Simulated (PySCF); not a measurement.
octasulfur (S8), SMILES S1SSSSSSS1.

Geometry: B3LYP-D3(BJ)/def2-SVP.

All values below come from HF/def2-TZVP in PySCF.

```json
{
  "total_energy": "-3180.34042 hartree",
  "point_group": "Cs",
  "highest_occupied_level": "-9.27 eV",
  "lowest_empty_level": "1.29 eV",
  "orbital_gap": "10.56 eV",
  "dipole_moment": "0.07 D",
  "quadrupole, principal values (traceless, Buckingham form, about the centre of nuclear charge)": "-0.48, -0.39, 0.87 D·Å"
}
```
